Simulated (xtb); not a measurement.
xtb input:

```bash
xtb mol.xyz --gfn 2 --ohess tight --chrg 1 --uhf 0
```
mol.xyz:
```
8

Si    -0.73074527    -0.12723398    -0.13794894
Cl    -0.88941940    -1.54946806    -1.66427837
Cl    -1.63261616    -0.87899653     1.58582244
Cl    -1.67207140     1.63190866    -0.70198113
N      1.01918686     0.20245199     0.17143389
H      1.43187671    -0.67321004     0.38921879
H      1.37296388     0.56374720    -0.73507278
H      1.08647106     0.91688424     0.90093860
```

### Question
Predict the final energy.

### Answer
-19.52481 Eh (GFN2-xTB).

It need not be the lowest isomer of its formula.
